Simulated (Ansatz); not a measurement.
**Worked example: the enthalpy of C4H8Cl2 + CH2BrCl → C4H9Cl + CHBrCl2**

Gas-phase species: C4H8Cl2 (1,3-dichlorobutane) `CC(Cl)CCCl`, singlet; CH2BrCl (bromochloromethane) `ClCBr`, singlet; C4H9Cl (1-chlorobutane) `CCCCCl`, singlet; CHBrCl2 `ClC(Cl)Br`, singlet. The partners trade Cl for H; both sit on C, so the bond types are kept.

Shapes, held fixed at every level: PBE0-D4/def2-TZVP. Flexible molecules stand in one conformer, not always the lowest. Programs: Ansatz 0.2.0. The zero-point and thermal terms to 298 K, harmonic and unscaled (PBE0-D4/def2-TZVP), stand in the table.

At wB97X-V/def2-TZVPP; 1 Eh = 2625.50 kJ/mol:

| species | energy (Eh) | H(298 K) − E (kJ/mol) | tabulated ΔfH (kJ/mol) |
| --- | --- | --- | --- |
| C4H8Cl2 | -1077.564821 | 323.8 | -195.0 |
| CH2BrCl | -3073.372776 | 88.1 | -44.7 |
| C4H9Cl | -618.014271 | 344.8 | -154.4 |
| CHBrCl2 | -3532.909317 | 65.7 | -51.5 |

Problem. Work out the reaction enthalpy at 298 K from the calculation and from the table of heats.

Solution. 
1. Electronic: (-618.014271) + (-3532.909317) − [(-1077.564821) + (-3073.372776)] = 0.014009 Eh = +36.8 kJ/mol.
2. Zero-point and thermal: (344.8) + (65.7) − [(323.8) + (88.1)] = -1.4 kJ/mol.
3. Computed ΔH = +35.4 kJ/mol.
4. From the heats of formation (Active Thermochemical Tables, CRC Handbook of Chemistry and Physics): (-154.4) + (-51.5) − [(-195.0) + (-44.7)] = +33.8 kJ/mol.
5. Computed less tabulated: +1.6 kJ/mol. Tabulated heats carry uncertainties of their own.

Relativity is left out for Br.
